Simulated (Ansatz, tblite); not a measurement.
Cost and result up the ladder for the cluster PbO₄ (5 atoms). Charge 0, multiplicity 1. Geometry: PBE-D4/def2-SVP.

| atom | x (Å) | y (Å) | z (Å) |
| --- | --- | --- | --- |
| Pb1 | -1.5181 | -0.8043 | 0.4446 |
| O2 | -0.8383 | 1.1428 | -0.2662 |
| O3 | 0.6117 | -1.2629 | 0.3324 |
| O4 | 0.5597 | 0.7824 | -0.7442 |
| O5 | 1.1851 | 0.1421 | 0.2333 |

Ansatz on 4 threads of Arm Neoverse V2 on a shared host; xTB runs through tblite on one thread. Times are rough, summed over both states, and most runs start from the orbitals of an earlier one. PBE0-D4/def2-TZVP serves as the yardstick here, not as an exact answer. The other state is a doublet.

In the def2 sets Pb takes a core potential; there is no spin–orbit coupling. The xTB rows come from tblite. The structure holds 3 bonds between oxygen atoms, so isomers without such links may lie far lower. The structure comes from a short search, and lower isomers may exist.

Raw xTB energies of ions are shifted by several eV.

| level | functions | wall time | vertical IE (eV) | difference from PBE0-D4/def2-TZVP (eV) |
| --- | --- | --- | --- | --- |
| GFN1-xTB | 20 | 0.004 s | 15.79 | 6.47 |
| GFN2-xTB | 20 | 0.004 s | 14.85 | 5.53 |
| PBE-D4/def2-TZVP | 174 | 3.5 s | 9.02 | -0.31 |
| PBE0-D4/def2-TZVP | 174 | 6 s | 9.32 | 0.00 |
| r2SCAN-D4/def2-TZVP (with forces) | 174 | 8 s | 9.13 | -0.19 |
